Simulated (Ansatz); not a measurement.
Basis-set extrapolation for C3H9PSi (`P[SiH2]C1CC1`) (PBE0-D4/def2-TZVP geometry, frozen core, the Gaussian-basis code of Ansatz). Multiplicity 1, RHF reference.

|  | def2-TZVPP | def2-QZVPP |
| --- | --- | --- |
| HF | -748.552063 | -748.576155 |
| MP2 correlation | -0.792033 | -0.844662 |
| CCSD(T) correlation | -0.892306 | not run |

Energies in hartree. Use E(X) = E(∞) + A·exp(−7.88·√X) for Hartree–Fock and E(X) = E(∞) + B·X^(−2.97) for correlation, with X = 3 and 4, and add CCSD(T) minus MP2 of the smaller set to the MP2 limit.

**Question.** What is the CCSD(T) energy at the basis-set limit?

**Answer.** HF limit: -748.576155 + (-0.024092) × 0.13774 = -748.57947. MP2 limit: -0.844662 + (-0.052629) × 0.74074 = -0.88365. Higher-order term: -0.892306 − (-0.792033) = -0.10027. Total: -749.56339 hartree, 74.7 kcal/mol below CCSD(T)/def2-TZVPP.
